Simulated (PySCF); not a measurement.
Compound: C7H5F3.
Atom-mapped SMILES: `[F:1][C:2]1=[CH:3][C@@H:4]2[C:5]([CH:6]([F:7])[F:8])=[CH:9][C@H:10]12` (hydrogens: H11 on C3; H12 on C4; H13 on C6; H14 on C9; H15 on C10)

Cartesian coordinates in Å at the GFN2-xTB level; atoms count from 1:
```xyz
15
C7H5F3 angstrom
F     -2.2233   -2.0137   -1.2808
C     -1.6510   -0.9549   -0.7122
C     -1.3477    0.2739   -1.1099
C     -0.7105    0.6147    0.2240
C      0.7332    0.1631    0.3490
C      1.9926    0.8997    0.0616
F      2.0662    2.0412    0.7967
F      2.0397    1.2933   -1.2385
C      0.4238   -1.0765    0.7278
C     -1.0694   -0.8355    0.6721
H     -1.4369    0.8352   -2.0169
H     -1.0268    1.5073    0.7478
H      2.8969    0.3054    0.2690
H      0.9860   -1.9614    0.9558
H     -1.6772   -1.0837    1.5327
```

Computed with TDDFT PBE0/def2-SVPD, vertical, gas phase, core orbitals frozen in the response (PySCF).

Transition dipole moments from the ground state, in atomic units and in the frame of the coordinates above (overall signs are arbitrary), for the states with f of 0.002 or more among the lowest 5:

```json
{"state": "S2", "E (hartree)": "0.2196", "μx": "-0.258", "μy": "-0.400", "μz": "0.092"}
{"state": "S4", "E (hartree)": "0.2570", "μx": "0.181", "μy": "-0.232", "μz": "0.270"}
{"state": "S5", "E (hartree)": "0.2609", "μx": "-0.139", "μy": "0.109", "μz": "-0.078"}
```

(1) Work out the oscillator strengths.

(2) Which bond between heavy atoms lies closest to the direction of the S2 transition dipole?

(3) What angle do the transition dipoles of S2 and S4 make?

(4) How is the summed strength of these states shared among x, y and z?

(5) What peak molar absorption coefficient would the strongest computed level give as a lone Gaussian band 0.5 eV wide at half height?

Answers

(1) f = (2/3) ΔE |μ|² with ΔE in hartree (27.2114 eV).

```
state  |μ|² (au)  |μ| (D)      f
   S2      0.235     1.23  0.034
   S4      0.160     1.02  0.027
   S5      0.037     0.49  0.006
```

(2) C5–C9, C4–C10 and C2–C3, at 19° from it; next C5–C6 at 26°.

(3) |cos θ| = |μa·μb| / (|μa| |μb|) = 0.37, so θ ≈ 68° (taken between 0 and 90°, since the signs are arbitrary).

(4) (2/3) Σ ΔE μα² gives 0.019 for x, 0.035 for y and 0.015 for z, 0.068 in all.

(5) ε(max) = 2.175×10⁸ f / FWHM, with the width in cm⁻¹. S2: 2.175×10⁸ × 0.0344 / 4033 ≈ 1900 L mol⁻¹ cm⁻¹.

One conformer stands for the species.
